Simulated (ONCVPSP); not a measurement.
## Which change was made? (N, ONCV)

ONCVPSP 4.0.1 input, shortened (lines: element, Z, core and valence counts, functional; n l f; lmax; l rc ep ncon nbas qcut; lloc lpopt rc5 dvloc0; l nproj debl; icmod fcfact rcfact), PBE, scalar-relativistic:

```
  N 7.00    1    2        4      upf
    1    0    2.00
    2    0    2.00
    2    1    3.00
    1
    0    0.70    0.00    4    7    7.40
    1    1.50    0.00    3    8    7.10
    4    5    0.50    0.00
    0    1    1.70
    1    1    2.30
    0    0.00    0.00
```

Cutoffs, loose and tight: the cutoffs (Ha) at which the residual kinetic energy of the hardest occupied pseudo-wave falls to 1 and 0.1 mHa per electron. They do not see the model core or the augmentation charge, which bear on the density cutoff. Test errors are all-electron minus pseudo excitation energies from the reference, over the configurations 2s2 2p2; 2s2 2p1; 2s2 2p0; 2s1 2p3; variants that change the core or the reference have their own tests.

The base gives: outcome: generated; cutoff, loose: 160 Ha; cutoff, tight: 246 Ha; bound ghosts: none; GHOST(+) flags above zero: none; largest test error (meV): +1034.

Problem. After one change the result is: outcome: generated; cutoff, loose: 160 Ha; cutoff, tight: 246 Ha; bound ghosts: none; GHOST(+) flags above zero: none; largest test error (meV): +724. Which change was it?
A. s: qcut 6.2; p: qcut 5.9
B. s: nbas 8
C. p: rc 1.26

Solution. C. The others give: s: nbas 8 → outcome: generated; cutoff, loose: 83 Ha; cutoff, tight: 336 Ha; bound ghosts: none; GHOST(+) flags above zero: none; largest test error (meV): +1026 | s: qcut 6.2; p: qcut 5.9 → outcome: generated; cutoff, loose: 108 Ha; cutoff, tight: 241 Ha; bound ghosts: none; GHOST(+) flags above zero: p; largest test error (meV): +1380.
